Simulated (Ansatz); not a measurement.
Ideal-gas functions of BBr2F (`FB(Br)Br`) at 600 K and 1 bar, from an Ansatz frequency run at PBE0-D4/def2-TZVP.

Molar mass 189.62 g/mol, point group C2v (symmetry number 2), electronic degeneracy 1, moments of inertia 89.454, 440.645, 530.099 u Å². Harmonic wavenumbers (cm⁻¹, unscaled): 169, 303, 423, 473, 878, 1336.

Use S(trans) = R[1.5 ln M + 2.5 ln T − 1.1517]; rotational temperatures θ = 24.2544 K / I; S(rot) = R[ln(√π/σ · √(T³/θAθBθC)) + 1.5]; for each mode x = 1.438777 ν̃/T, S = R[x/(eˣ − 1) − ln(1 − e⁻ˣ)] and H = RT x/(eˣ − 1); 1 cm⁻¹ = 0.0119627 kJ/mol; R = 8.31446 J/(mol·K).

**Question.** By hand: the entropy, in J/(mol·K).

**Answer.** Translation 188.8. Rotation: θ = 0.2711, 0.055, 0.0458 K, giving 121.6. Vibration, mode by mode: 15.88, 11.15, 8.54, 7.70, 3.51, 1.47, in all 48.3. Electronic 0.0. Sum 358.7 J/(mol·K).

**Question.** By hand: H − E and G − E in kJ/mol, counted from the electronic energy.

**Answer.** Zero-point energy ½ × 3582 × 0.0119627 = 21.4; thermal vibration 15.1; translation, rotation and pV give 4 RT = 20.0. H − E = 56.5 kJ/mol, and G − E = 56.5 − 600 × 358.7/1000 = -158.7 kJ/mol.

Vibration gives 13 % of the entropy.
